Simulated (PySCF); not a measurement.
Gas-phase reaction: Ga2H6 + 2 C4H6 (butadiene) = 2 GaH(CH3)2 + 2 C2H2 (acetylene). Level: M06-2X/def2-TZVP†; standard pressure 1 bar.

Method: PySCF energies plus ideal-gas RRHO corrections (1 bar). † marks an energy on the PBE0/def2-TZVP geometry and frequencies. All species are closed-shell singlets. Ga: all electrons, no relativistic terms. Methyl groups turn as free rotors in GaH(CH3)2. Ga2H6, GaH(CH3)2: computed as isolated molecules; such fragments, hydroxides, amides, oligomers or adducts are transient or little studied in the gas. The harmonic model lacks anharmonicity and excited electronic states, which grow with temperature; levels with a mode under 35 cm⁻¹ are left out. Internal rotation in C4H6 (butadiene) is treated as a harmonic vibration of one conformer, which makes the entropy rough.

| T (K) | 1000/T (1/K) | log10 K |
|---|---|---|
| 800 | 1.2500 | 2.15 |
| 1000 | 1.0000 | ? |
| 1200 | 0.8333 | 4.73 |
| 1400 | 0.7143 | 5.42 |
| 1600 | 0.6250 | 5.90 |
| 1800 | 0.5556 | 6.26 |

Question: Fit log10 K = a + b·(1000/T) to the five rows, get the mean ΔH° and ΔS°, and predict log10 K at 1000 K.

Answer: Means: 1000/T = 0.7956, log10 K = 4.892. Sums of products about the means: Sxy = -1.79528, Sxx = 0.301215, so b = Sxy/Sxx = -5.96 and a = 4.892 − (-5.96)×0.7956 = 9.63.
ΔH° = −R ln 10 × 1000 K × b = −19.145 × (-5.96) = 114 kJ; ΔS° = R ln 10 × a = 184 J/K. The run's own values go from 123 kJ and 195 J/K at 800 K to 95 kJ and 173 J/K at 1800 K.
Prediction at 1000 K: 9.63 + (-5.96)×1.0000 = 3.67. The computed value is 3.73, 0.06 from the line.
For scale, ΔH°(298 K) is 122 kJ at this level, 137 kJ at ωB97M-V/def2-TZVP†, and runs from 101 to 239 kJ over the 19 levels computed.
